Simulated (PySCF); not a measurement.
FSn (SMILES [F][Sn+]), charge +1, singlet, at a GFN2-xTB geometry (such geometries of metal compounds can be far from the true shape) (all electrons, no relativity); PySCF with B3LYP/STO-3G.

Here is a job for PySCF.
```python
from pyscf import gto, scf, dft

mol = gto.M(
    atom='''
Sn   -0.000000   -0.000000   -0.312453
F     0.000000    0.000000    1.735848
''',
    basis='sto-3g',
    charge=1,
    spin=0,
    verbose=4,
)

mf = dft.RKS(mol)
mf.xc = 'b3lyp'
mf.diis = False
mf.max_cycle = 100
mf.kernel()
mf.analyze()
```

It wrote (shortened):

```
PySCF version 2.14.0

[INPUT] verbose = 4
[INPUT] num. atoms = 2
[INPUT] num. electrons = 58
[INPUT] charge = 1
[INPUT] spin (= nelec alpha-beta = 2S) = 0
[INPUT] symmetry False subgroup None
[INPUT] Mole.unit = angstrom
[INPUT] Symbol           X                Y                Z      unit          X                Y                Z       unit  Magmom
[...]
nuclear repulsion = 116.257202878874
number of shells = 14
number of NR pGTOs = 96
number of NR cGTOs = 32
basis = sto-3g
ecp = {}

******** <class 'pyscf.dft.rks.RKS'> ********
method = RKS
initial guess = minao
damping factor = 0
level_shift factor = 0
DIIS disabled
SCF conv_tol = 1e-09
SCF conv_tol_grad = None
SCF max_cycles = 100
direct_scf = True
direct_scf_tol = 1e-13
XC library pyscf.dft.libxc version 7.1.2
    S. Lehtola, C. Steigemann, M. J. T. Oliveira, and M. A. L. Marques,  SoftwareX 7, 1–5 (2018)
XC functionals = b3lyp
    P. J. Stephens, F. J. Devlin, C. F. Chabalowski, and M. J. Frisch,  J. Phys. Chem. 98, 11623 (1994)
radial grids:
    Treutler-Ahlrichs [JCP 102, 346 (1995); DOI:10.1063/1.469408] (M4) radial grids

becke partition: Becke, JCP 88, 2547 (1988); DOI:10.1063/1.454033
pruning grids: <function nwchem_prune>
grids dens level: 3
symmetrized grids: False
atomic radii adjust function: <function treutler_atomic_radii_adjust>
small_rho_cutoff = 0
Set gradient conv threshold to 3.16228e-05
Initial guess from minao.
tot grids = 36224
init E= -6047.08656186256
[...]
cycle= 1 E= -6063.41465694931  delta_E= -16.3  |g|= 0.371  |ddm|= 1.73
[...]
cycle= 2 E= -6059.20240826838  delta_E= 4.21  |g|= 3.74  |ddm|=  3.7
[...]
cycle= 3 E= -6062.46062600582  delta_E= -3.26  |g|= 0.521  |ddm|= 5.24
[...]
cycle= 4 E= -6054.25861116649  delta_E=  8.2  |g|= 2.09  |ddm|= 5.67
[...]
cycle= 5 E= -6062.34869437422  delta_E= -8.09  |g|= 0.448  |ddm|= 5.69
[...]
cycle= 6 E= -6054.21464895625  delta_E= 8.13  |g|= 2.03  |ddm|= 5.69
[...]
cycle= 7 E= -6062.34790547344  delta_E= -8.13  |g|= 0.448  |ddm|= 5.69
[...]
cycle= 8 E= -6054.21438091456  delta_E= 8.13  |g|= 2.03  |ddm|= 5.69
[...]
cycle= 9 E= -6062.34790077842  delta_E= -8.13  |g|= 0.448  |ddm|= 5.69
[...]
cycle= 10 E= -6054.21437931268  delta_E= 8.13  |g|= 2.03  |ddm|= 5.69
[...]
cycle= 11 E= -6062.34790075051  delta_E= -8.13  |g|= 0.448  |ddm|= 5.69
[...]
cycle= 12 E= -6054.21437930316  delta_E= 8.13  |g|= 2.03  |ddm|= 5.69
[...]
cycle= 13 E= -6062.34790075035  delta_E= -8.13  |g|= 0.448  |ddm|= 5.69
[...]
[...]
[...]
cycle= 80 E= -6054.2143793031  delta_E= 8.13  |g|= 2.03  |ddm|= 5.69
[...]
cycle= 81 E= -6062.34790075034  delta_E= -8.13  |g|= 0.448  |ddm|= 5.69
[...]
cycle= 82 E= -6054.2143793031  delta_E= 8.13  |g|= 2.03  |ddm|= 5.69
[...]
cycle= 83 E= -6062.34790075035  delta_E= -8.13  |g|= 0.448  |ddm|= 5.69
[...]
cycle= 84 E= -6054.2143793031  delta_E= 8.13  |g|= 2.03  |ddm|= 5.69
[...]
cycle= 85 E= -6062.34790075035  delta_E= -8.13  |g|= 0.448  |ddm|= 5.69
[...]
cycle= 86 E= -6054.2143793031  delta_E= 8.13  |g|= 2.03  |ddm|= 5.69
[...]
cycle= 87 E= -6062.34790075034  delta_E= -8.13  |g|= 0.448  |ddm|= 5.69
[...]
cycle= 88 E= -6054.2143793031  delta_E= 8.13  |g|= 2.03  |ddm|= 5.69
[...]
cycle= 89 E= -6062.34790075035  delta_E= -8.13  |g|= 0.448  |ddm|= 5.69
[...]
cycle= 90 E= -6054.21437930309  delta_E= 8.13  |g|= 2.03  |ddm|= 5.69
[...]
cycle= 91 E= -6062.34790075035  delta_E= -8.13  |g|= 0.448  |ddm|= 5.69
[...]
cycle= 92 E= -6054.2143793031  delta_E= 8.13  |g|= 2.03  |ddm|= 5.69
[...]
cycle= 93 E= -6062.34790075035  delta_E= -8.13  |g|= 0.448  |ddm|= 5.69
[...]
cycle= 94 E= -6054.2143793031  delta_E= 8.13  |g|= 2.03  |ddm|= 5.69
[...]
cycle= 95 E= -6062.34790075035  delta_E= -8.13  |g|= 0.448  |ddm|= 5.69
[...]
cycle= 96 E= -6054.2143793031  delta_E= 8.13  |g|= 2.03  |ddm|= 5.69
[...]
cycle= 97 E= -6062.34790075035  delta_E= -8.13  |g|= 0.448  |ddm|= 5.69
[...]
cycle= 98 E= -6054.2143793031  delta_E= 8.13  |g|= 2.03  |ddm|= 5.69
[...]
cycle= 99 E= -6062.34790075035  delta_E= -8.13  |g|= 0.448  |ddm|= 5.69
[...]
cycle= 100 E= -6054.2143793031  delta_E= 8.13  |g|= 2.03  |ddm|= 5.69
SCF not converged.
SCF energy = -6054.2143793031
**** SCF Summaries ****
Total Energy =                       -6054.214379303096393
Nuclear Repulsion Energy =             116.257202878873755
One-electron Energy =                -8611.548610103152896
Two-electron Energy =                 2441.077027921182435
Two-electron Coulomb Energy =         2610.931375401695277
DFT Exchange-Correlation Energy =     -169.854347480512729
HOMO-LUMO gap [eV] =                    13.750373964039357
**** MO energy ****
[...]
 ** Mulliken pop on meta-lowdin orthogonal AOs  **
 ** Mulliken pop  **
[...]
 ** Mulliken atomic charges  **
charge of    0Sn =     -3.85329
charge of    1F =      4.85329

WARN: System has nonzero charge 1; the dipole moment is origin-dependent.
Location of origin: [0. 0. 0.]

Dipole moment(X, Y, Z, Debye): -0.00000, -0.00000, 47.17088
```

The run did not converge; its last values are not results.
